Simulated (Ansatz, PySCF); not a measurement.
H6B3N3, charge +1, doublet, geometry from GFN2-xTB (a state made from the parent by changing its charge; the spin is typed, not shown lowest). Base run: PBE0/6-31G* in PySCF.

The PySCF input:
```python
from pyscf import gto, scf, dft

mol = gto.M(
    atom='''
B     0.98106325   -1.05992046   -0.04989976
N     1.37494395    0.29061409    0.18228070
B     0.39244819    1.28444706    0.30957374
N    -0.96506531    1.03622627    0.05511563
B    -1.40209965   -0.30055796   -0.17940997
N    -0.38755264   -1.27096670   -0.32061857
H     1.78919192   -1.90645476   -0.03050713
H     2.35520248    0.48796067    0.32713174
H     0.70048702    2.32894591    0.76549555
H    -1.66024944    1.76742990    0.10891670
H    -2.54768103   -0.52456909   -0.26618943
H    -0.65029188   -2.16427148   -0.72361180
''',
    basis='6-31g*',
    charge=1,
    spin=1,
    verbose=4,
)

mf = dft.UKS(mol)
mf.xc = 'pbe0'
mf.kernel()
```

The same geometry, method and basis name were run in Ansatz (an electronic-structure program) and PySCF, at each program's defaults and at the settings that a row names. The base is PySCF at its defaults. Differences at the defaults can come from grids, fitting, cores and function types together.

```tsv
code and settings	ΔE vs base (µEh)	basis functions	E (Eh)	SCF cycles
PySCF, defaults (exact integrals, its default grid, spherical functions)	0.0	96	-241.98674	13
Ansatz, defaults (factorised integrals, its default grid, Cartesian functions)	-3745	102	-241.99048	-
PySCF, density fitting with def2-universal-jkfit	-44.0	96	-241.98678	13
PySCF, fine grid	1.9	96	-241.98674	13
Ansatz, high accuracy, Cartesian functions as the basis file defines them	-3742	102	-241.99048	-
```

Open shells are given as the SCF converged; they aren't shown to be the lowest states, and a large step between rows can be another state.
